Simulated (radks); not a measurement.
All-electron atom: the praseodymium ion Pr8+ in [Kr] 4d10 4f1 5s2 5p2 (the NIST ground configuration). Calculated with a radial shooting solver on a logarithmic mesh with Libxc functionals: non-relativistic Kohn-Sham, LDA (Slater exchange, Perdew-Wang correlation), spin-unpolarised, spherical densities, point nucleus; relativity is left out, which matters for an element this heavy.

Normalised radial functions P(r) = r R(r), r in bohr:

```
   r/bohr * 3d (the largest magnitude, 2.02, reaches the edge; | marks zero)
 0.002218 *
 0.002911 *
 0.003821 *
 0.005016 *
 0.006584 *
 0.008642 *
  0.01143 *
  0.01501 |*
   0.0197 |*
  0.02586 | *
  0.03394 |   *
  0.04455 |       *
  0.05848 |             *
  0.07737 |                      *
   0.1016 |                                 *
   0.1333 |                                             *
    0.175 |                                                      *
   0.2297 |                                                      *
   0.3015 |                                            *
   0.3989 |                           *
   0.5236 |            *
   0.6872 |   *
    0.902 |*
    1.184 *
    1.554 *
    2.056 *
    2.699 *
    3.543 *
     4.65 *
```

3d: eigenvalue -1046.8 eV, 0 radial nodes, <r> = 0.248 bohr, 90 % of the charge inside 0.387 bohr.
